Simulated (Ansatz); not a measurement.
# Worked example: SiH(SiH3)Br2 + CHBrCl2 → SiH2(SiH3)Br + CBr2Cl2

Species: SiH(SiH3)Br2, singlet; CHBrCl2 (bromodichloromethane) `ClC(Cl)Br`, singlet; SiH2(SiH3)Br, singlet; CBr2Cl2 (dibromodichloromethane) `ClC(Cl)(Br)Br`, singlet. The partners trade Br for H: Si–Br and C–H bonds give way to Si–H and C–Br.

Shapes, held fixed at every level: PBE0-D4/def2-TZVP. Programs: Ansatz 0.2.0. The zero-point and thermal change to 298 K, harmonic and unscaled (PBE0-D4/def2-TZVP), is -11.2 kJ/mol.

At CCSD(T)/def2-TZVPP; 1 Eh = 2625.50 kJ/mol:

```
     species   energy (Eh)
SiH(SiH3)Br2  -5726.013569
     CHBrCl2  -3530.781167
SiH2(SiH3)Br  -3153.851061
     CBr2Cl2  -6102.872812
```

Problem. Work out ΔH(298 K) of the reaction at this level.

Solution. 
1. Products less reactants: (-3153.851061) + (-6102.872812) − [(-5726.013569) + (-3530.781167)] = 0.070863 Eh = +186.1 kJ/mol.
2. With the thermal change: +186.1 + (-11.2) = +174.9 kJ/mol.

Other levels give +166.7 (SPW92/def2-TZVPP) to +204.0 kJ/mol (HF/def2-TZVPP). No measured value is set beside it here. Relativity is left out for Br. Outer-core shells of Br are correlated, in sets that cover them unevenly. The median of the other levels is +183.8 kJ/mol.
